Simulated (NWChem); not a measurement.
# C4H9O, doublet; SMILES [CH](COC)C

```xyz
14

C      0.7119    -2.0197     0.0927
C     -0.5744    -1.3510    -0.2586
C     -0.8066     0.0946     0.0234
O      0.3561     0.8478    -0.2856
C      0.2221     2.2117     0.0407
H      0.7693    -2.2637     1.1699
H      1.5643    -1.3692    -0.1286
H      0.8368    -2.9626    -0.4517
H     -1.4510    -1.9580    -0.4717
H     -1.0628     0.2525     1.0956
H     -1.6728     0.4660    -0.5535
H      0.0292     2.3593     1.1166
H      1.1640     2.7015    -0.2211
H     -0.5963     2.6901    -0.5227
```
Atoms are numbered in this order, from 1.

Program: NWChem. Pople sets run with spherical d functions. Spin-unrestricted. All runs use the structure optimised with B3LYP/6-31G* (spherical d), spin-unrestricted. No stability test was run on the SCF state. Vzz is the largest principal value of the second derivative of the potential at the nucleus (NWChem prints the opposite sign); η is the asymmetry. Non-relativistic.

```tsv
level	Vzz O4 (a.u.)	η O4	relative time
CAM-B3LYP/def2-TZVP	-1.945	0.95	30
CAM-B3LYP/def2-SVP	-1.904	0.96	3
PBE0/6-31G*	-1.883	0.92	1
PBE0/def2-SVP	-1.913	0.95	1
```

Relative times are rough (shared machine, one core).
